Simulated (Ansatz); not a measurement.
```xyz
13

Si    0.2006    1.7125    0.2211
N    -0.0933    0.0120   -0.0235
Si   -0.6449   -0.9588    1.3149
Si    0.2820   -0.7357   -1.5213
Cl    2.3141   -0.9319   -1.7846
H     0.5722    2.2940   -1.0942
H     1.3013    1.9363    1.1928
H    -1.0249    2.3749    0.7381
H    -2.0376   -1.4307    1.1018
H     0.2338   -2.1415    1.5018
H    -0.6005   -0.1007    2.5277
H    -0.2957   -2.0999   -1.5141
H    -0.2070    0.0696   -2.6605
```

Total charge 0; spin multiplicity 1.

Problem. List the r2SCAN/def2-TZVPP orbital energies in eV (Ansatz 0.2.0). (Estimate.)

Solution. Computed: Occupied: -2753.31, -1792.37, -1791.61, -1791.57, -385.28, -254.71, -193.24, -193.11, -193.11, -142.69, -142.03, -141.98, -97.59, -97.54, -97.51, -96.91, -96.87, -96.87, -96.86, -96.83, -96.82, -22.49, -21.38, -14.50, -14.45, -12.90, -10.77, -10.68, -10.44, -9.51, -9.33, -8.95, -8.92, -8.65, -8.27, -7.92, -7.05. Lowest empty: -0.94, -0.15, 0.46, 0.62, 0.69, 0.95, 1.07, 1.10.
